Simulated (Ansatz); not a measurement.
```yaml
crystal:
  periodic: [true, true, true]
  atoms:
    - {symbol: C, position_ang: [1.268210, 0.054082, -0.790744]}
    - {symbol: C, position_ang: [0.564701, -0.201949, 0.531560]}
    - {symbol: C, position_ang: [0.972108, -1.462792, 1.105953]}
    - {symbol: N, position_ang: [-0.899804, -0.342709, 0.231413]}
    - {symbol: Sn, position_ang: [-1.865665, 1.193308, -0.582922]}
    - {symbol: Cl, position_ang: [-1.063741, 3.358945, -0.129115]}
    - {symbol: Cl, position_ang: [-1.845664, 1.111130, -2.954728]}
    - {symbol: Cl, position_ang: [-4.069649, 1.062256, 0.035301]}
    - {symbol: H, position_ang: [2.367478, 0.149132, -0.579514]}
    - {symbol: H, position_ang: [1.133552, -0.621850, -1.482740]}
    - {symbol: H, position_ang: [0.972796, 1.059120, -1.193874]}
    - {symbol: H, position_ang: [0.778027, 0.599014, 1.237901]}
    - {symbol: H, position_ang: [0.749383, -2.215540, 0.381229]}
    - {symbol: H, position_ang: [2.020164, -1.483411, 1.320404]}
    - {symbol: H, position_ang: [0.463944, -1.763274, 1.982351]}
    - {symbol: H, position_ang: [-1.446640, -0.546595, 1.044696]}
basis:
  gaussian: {orbitals: def2-TZVPD, nuclear_model: gaussian}
hamiltonian: {xc: {name: PBE0-DH}}
```

```sh
$ ansatz run in.yaml --threads 4 --pin off --events-out ev --progress --plain --max-ram 41984MiB --backend cuda --devices 0, --max-vram 37GiB
```

Output, abridged:

```
Error: YAML parse error: error: line 2 column 3: crystal: missing field `lattice` (a structure is typed as `lattice` and `atoms`, a molecule's as `atoms` in Å alone, or read from a run's directory, `checkpoint`)
 --> <input>:2:3
1 | crystal:
2 |   periodic: [true, true, true]
3 |   atoms:
4 |     - {symbol: C, position_ang: [1.268210, 0.054082, -0.790744]}
```

Task: What is wrong with this run?

Result: The molecule is marked periodic without a cell. The input was rejected before any iteration.
